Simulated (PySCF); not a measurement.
Species: C₂H₄GaO (charge -1).
SMILES: `C1[O][GaH2-][CH]=1`

Level of theory: PBE0-D3(BJ)/def2-SVP geometry optimisation, gas phase in PySCF.

Take the most abundant isotopes and a rigid rotor. 

What are A, B and C (GHz)?

Ia = 45.20, Ib = 109.25, Ic = 147.26 u·Å²; 505379 MHz·u·Å²/I gives 11181, 4626 and 3432 MHz, that is A = 11.181, B = 4.6258, C = 3.4319 GHz.

What kind of rotor is it?

An asymmetric top. Ray's parameter κ = (2B − A − C)/(A − C) = -0.692; −1 is the prolate and +1 the oblate limit.

Is it planar, by Δ = Ic − Ia − Ib?

Not planar: Δ = Ic − Ia − Ib = -7.19 u·Å². For a rigid frame Δ = −2 Σ m c², so Σ m c² = 3.60 u·Å² lies off the ab plane, practically all of it from hydrogen. The atom farthest from that plane is 1.34 Å away.

Give the coordinates in the principal-axis frame, origin at the centre of mass.

The sense of each axis is arbitrary; atoms in the order of the calculation.
```tsv
atom	mass (u)	a (Å)	b (Å)	c (Å)
C1	12.000	1.649	0.056	0.000
C2	12.000	0.916	1.197	0.000
Ga3	68.926	-0.691	0.012	0.000
O4	15.995	0.989	-1.099	0.000
H5	1.008	2.762	-0.018	0.001
H6	1.008	1.347	2.203	0.000
H7	1.008	-1.556	-0.253	-1.336
H8	1.008	-1.559	-0.248	1.335
```

Where do the levels up to J = 4 lie, in MHz?

Above 0(0,0):
J = 1: 1(0,1) 8058, 1(1,1) 14613, 1(1,0) 15807
J = 2: 2(0,2) 24024, 2(1,2) 29534, 2(1,1) 33116, 2(2,1) 52782, 2(2,0) 52931
J = 3: 3(0,3) 47617, 3(1,3) 51829, 3(1,2) 58980, 3(2,2) 76955, 3(2,1) 77683, 3(3,1) 112804, 3(3,0) 112815
J = 4: 4(0,4) 78481, 4(1,4) 81406, 4(1,3) 93264, 4(2,3) 109069, 4(2,2) 111163, 4(3,2) 145300, 4(3,1) 145381, 4(4,1) 195128, 4(4,0) 195129
Those of J = 1 are B + C, A + C and A + B.

Which types of transition are allowed, and where do some lines up to J = 3 fall?

The dipole components (about the centre of mass, as the species is charged) are |μa| = 0.10 D, |μb| = 0.74 D, |μc| = 0.00 D; the mirror of this Cs structure is the ab plane, so μc vanishes by symmetry and there are no c-type lines. The squared components, which scale the intensities, stand as 0.02 : 1.00 (a : b). Some lines, for components of 0.1 D or more:

```tsv
type	branch	J(Ka,Kc)	MHz	lower level (cm⁻¹)
a	Q	3(2,1) ← 3(2,2)	729	2.567
b	Q	1(1,0) ← 1(0,1)	7749	0.269
b	Q	2(1,1) ← 2(0,2)	9092	0.801
b	R	2(0,2) ← 1(1,1)	9411	0.487
b	R	1(1,1) ← 0(0,0)	14613	0.000
a	R	2(1,2) ← 1(1,1)	14921	0.487
b	R	3(0,3) ← 2(1,2)	18083	0.985
b	Q	2(2,0) ← 2(1,1)	19815	1.105
b	Q	2(2,1) ← 2(1,2)	23248	0.985
a	R	3(2,1) ← 2(2,0)	24753	1.766
a	R	3(1,2) ← 2(1,1)	25864	1.105
b	Q	3(3,1) ← 3(2,2)	35849	2.567
b	R	2(2,1) ← 1(1,0)	36975	0.527
```

Estimate the classical rotational partition function at 10 K, 100 K and 500 K.

Point group Cs, symmetry number σ = 1; q = (√π/σ)·√((kT/h)³/(ABC)), k/h = 20836.6 MHz/K: 400 at 10 K, 12700 at 100 K, 141000 at 500 K.

No frequency check. No vibrational averaging or centrifugal distortion is included, and the geometry carries the error of its method. Quadrupole hyperfine structure (69Ga) is left out.
